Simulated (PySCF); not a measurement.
C5H4F2O, SMILES C=C=C1CC(F)(F)O1.

The structure is a stationary point at B3LYP-D3(BJ)/def2-SVP. This is a generated structure with no PubChem entry under its InChIKey; it may be hypothetical.

All values below come from PBE/def2-TZVP (PySCF).

Gas-phase values at a fixed geometry.

```
Property                                                                                                       Result
---------------------------------------------------------------------------------------------  ----------------------
total energy                                                                                       -467.45005 hartree
point group                                                                                                        Cs
highest occupied level                                                                                       -5.91 eV
lowest empty level                                                                                           -1.83 eV
orbital gap                                                                                                   4.08 eV
dipole moment                                                                                                  2.70 D
quadrupole, principal values (traceless, Buckingham form, about the centre of nuclear charge)  -1.96, -1.68, 3.64 D·Å
```
